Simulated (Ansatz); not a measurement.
Consider the cleavage of the Si–Sn bond: `[NH2][SnH]([OH])[SiH2]F` + `O[Si](O)(O)O` → `O[Si](O)(O)O[SiH2]F` + `[NH2][SnH2][OH]`.

Gas-phase electronic energies from Ansatz, PBE0-D4/def2-TZVP geometries. CCSD(T)/CBS is the MP2 limit (def2-TZVPP, def2-QZVPP) plus CCSD(T) − MP2 in def2-TZVPP, frozen cores. This one scheme is used for every species. DFT in def2-TZVPP. Elements past krypton have def2 core potentials. For Sn outer-core shells are correlated without core-valence functions, which leaves a few kJ/mol of doubt a bond. One conformer a species, not always the lowest.

CCSD(T)/CBS gives -25.8 kcal/mol.

(1) Another level gave -24.9 kcal/mol. Which?
A. PBE-D4/def2-TZVPP
B. HF/def2-TZVPP
C. r2SCAN/def2-TZVPP
D. CCSD(T)/def2-TZVPP

Largest T1 diagnostic among the species: 0.013.

Results:

(1) C. r2SCAN -24.9, PBE-D4 -20.0, HF/def2-TZVPP -32.4, CCSD(T)/def2-TZVPP -26.8 kcal/mol.

In def2-TZVPP, CCSD(T) changes the Hartree–Fock value by +5.6 kcal/mol (the triples alone add +0.8 kcal/mol) and MP2 by +5.3 kcal/mol. From PBE to PBE0 (25 % exact exchange), in def2-TZVPP and without D4, ΔE moves by −2.7 kcal/mol.
